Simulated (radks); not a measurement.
The numbers below are computed, except where a source is named.
Task: The niobium ion Nb+ is in [Kr] 4d(3/2: 4, 5/2: 0). Level of theory: Dirac Kohn-Sham, BLYP, spin-unpolarised, spherical densities, finite nucleus; Fermi nuclear charge, rms radius of each element as measured or else 0.836 A^(1/3) + 0.57 fm (a radial shooting solver on a logarithmic mesh with Libxc functionals). Sub-shells are occupied by j as written (lower j first in brackets). One electron is removed from 4s1/2, 4d3/2, 4p3/2, 4p1/2 in turn, with full relaxation. Which removal costs least, and what does each cost?

Result: 4d3/2 14.029 eV; 4p3/2 46.205 eV; 4p1/2 48.403 eV; 4s1/2 71.198 eV. The 4d3/2 electron leaves first.
